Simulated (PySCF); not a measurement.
Bond curve of KBi

Set-up: PySCF, scalar-relativistic core potentials, basis sets K def2-SVPD, Bi def2-SVPD with ECP60. Energies in eV from K + Bi in their ground configurations at the same level. State: ³Σ⁻ (triplet), unpaired electrons π ↑↑.

All columns are PBE0. A positive dipole means K(−)Bi(+).

| R (Å) | E (eV) | μ (D) | Mulliken charge on K (basis-dependent) | HOMO (eV) | LUMO (eV) | Mayer bond order | ⟨S²⟩ |
| --- | --- | --- | --- | --- | --- | --- | --- |
| 2.933 | -0.697 | -7.63 | 0.50 | -3.66 | -1.69 | 0.80 | 2.02 |
| 3.070 | -0.904 | -7.93 | 0.49 | -3.66 | -1.60 | 0.81 | 2.02 |
| 3.206 | -1.014 | -8.21 | 0.46 | -3.65 | -1.53 | 0.83 | 2.03 |
| 3.309 | -1.051 | -8.40 | 0.44 | -3.63 | -1.48 | 0.84 | 2.03 |
| 3.411 | -1.060 | -8.57 | 0.42 | -3.60 | -1.48 | 0.86 | 2.04 |
| 3.513 | -1.048 | -8.72 | 0.40 | -3.57 | -1.52 | 0.86 | 2.04 |
| 3.650 | -1.008 | -8.88 | 0.38 | -3.54 | -1.57 | 0.86 | 2.06 |
| 3.820 | -0.934 | -8.99 | 0.35 | -3.49 | -1.64 | 0.85 | 2.09 |
| 4.025 | -0.828 | -8.95 | 0.33 | -3.43 | -1.71 | 0.81 | 2.15 |
| 4.298 | -0.678 | -8.63 | 0.30 | -3.38 | -1.79 | 0.74 | 2.25 |

A fit through these points gives, at Re = 3.398 Å, μ = -8.55 D and dμ/dR = -1.60 D/Å; the reduced mass is 32.84 u.

Problem. How strong is the fundamental in the double-harmonic approximation, I = 42.26·(dμ/dR)²/μred km/mol?

Solution. I = 42.26·(-1.60)²/32.84 = 3.29 km/mol at PBE0.

⟨S²⟩ of the unrestricted solution departs from its pure value on part of the curve, where spin states mix. Spin–orbit coupling is left out, which matters for elements this heavy, above all for dissociation energies. The state is the lowest determinant that a PBE0 search found; another state may lie lower at other levels.
